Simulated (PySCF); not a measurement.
# Where the electron goes

Si(SiH3)4.
Cartesian coordinates in Å at the PBE0-D3(BJ)/def2-SVP level; atoms count from 1:
```xyz
17
Si5H12 angstrom
Si    -0.0163    0.0130    0.0072
Si    -0.0150   -0.0235    2.3496
H      0.7786   -1.1949    2.8359
H     -1.4124   -0.1366    2.8721
H      0.5994    1.2314    2.8834
Si     2.1958    0.0192   -0.7617
H      2.2202    0.0864   -2.2558
H      2.8879   -1.2333   -0.3254
H      2.9392    1.1955   -0.2130
Si    -1.1224    1.9261   -0.7682
H     -2.5437    1.9265   -0.3027
H     -1.1030    1.9594   -2.2634
H     -0.4448    3.1546   -0.2494
Si    -1.0764   -1.9125   -0.8039
H     -0.4300   -3.1281   -0.2190
H     -0.9604   -1.9751   -2.2939
H     -2.5252   -1.9088   -0.4315
```

Theory: PySCF 2.14.0, density-fitted response routines, TDDFT wB97X-D/def2-SVPD, vertical, gas phase, core orbitals frozen in the response.

Frontier orbitals with the atoms that hold most of them (Löwdin shares over 4%, at most four atoms):

| orbital | ε (eV) | atoms |
| --- | --- | --- |
| HOMO-3 | -11.67 | Si6 18%, Si2 15%, H7 13%, H4 11% |
| HOMO-2 | -9.76 | Si1 31%, Si10 28%, Si2 8%, Si14 7% |
| HOMO-1 | -9.75 | Si1 31%, Si2 24%, Si14 12%, Si6 7% |
| HOMO | -9.74 | Si1 31%, Si6 24%, Si14 16%, H9 5% |
| LUMO | 1.36 | Si1 21%, Si2 16%, Si6 13%, Si10 11% |
| LUMO+1 | 1.37 | Si1 20%, Si14 17%, Si10 12%, Si2 11% |
| LUMO+2 | 1.38 | Si1 20%, Si10 17%, Si6 13%, Si14 11% |

(1) How does S1 compare with the orbital gap of 11.10 eV?

Results:

(1) S1 is at 6.68 eV (f = 0.0000), 4.41 eV below the gap, made of HOMO-2/HOMO-1→LUMO+1/LUMO+2 (≥34%), HOMO-2/HOMO-1→LUMO (≥16%). Its leading pair isn't HOMO and LUMO; the energies of that pair differ by 11.13 eV. Without the coupling terms of the response equations the lowest excitation would equal the gap.

Next come S2 at 6.71 eV (f 0.0002), HOMO-2/HOMO-1→LUMO (≥36%), HOMO→LUMO+1/LUMO+2 (≥14%); S3 at 6.73 eV (f 0.0001), HOMO→LUMO+1/LUMO+2 (≥34%), HOMO-2/HOMO-1→LUMO+1/LUMO+2 (≥13%), HOMO-2/HOMO-1→LUMO+4 (≥10%); S4 at 6.86 eV (f 0.0043), HOMO→LUMO+4 (28%), HOMO→LUMO (22%), HOMO→LUMO+1/LUMO+2 (≥20%); S5 at 6.87 eV (f 0.0053), HOMO-2/HOMO-1→LUMO+3 (≥31%), HOMO→LUMO (18%), HOMO-2/HOMO-1→LUMO (≥12%).

Orbitals of the list HOMO-3 to LUMO+2 that lie within 0.01 eV of each other are written together with a slash and their weights summed (≥ marks a lower bound); for degenerate orbitals outside that list single weights are arbitrary.
